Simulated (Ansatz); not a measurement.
Spectroscopic constants of TeRu, multiplicity 5 (lowest of 2S+1 = 1, 3, 5, 7 at PBE0/def2-TZVPP; our sources give no spin for the ground state, which may be another). No spin–orbit coupling.

The constants come from a fifth-degree fit in 1/R (seven points, main isotopes). Runs in def2 and cc sets follow the lowest solution found near the PBE0 minimum.

Programs: Ansatz (an electronic-structure program).  In def2 rows elements past Kr take small-core potentials, without spin–orbit coupling.

Question: What bond length and harmonic frequency does SVWN5/def2-TZVPP give?

Answer: r_e = 2.377 Å, ω_e = 291 cm⁻¹.

Question: What bond length and harmonic frequency does B97M-V/def2-TZVPP give?

Answer: r_e = 2.432 Å, ω_e = 266 cm⁻¹.

Question: What bond length and harmonic frequency does PBE0/def2-TZVPP give?

Answer: r_e = 2.402 Å, ω_e = 283 cm⁻¹.
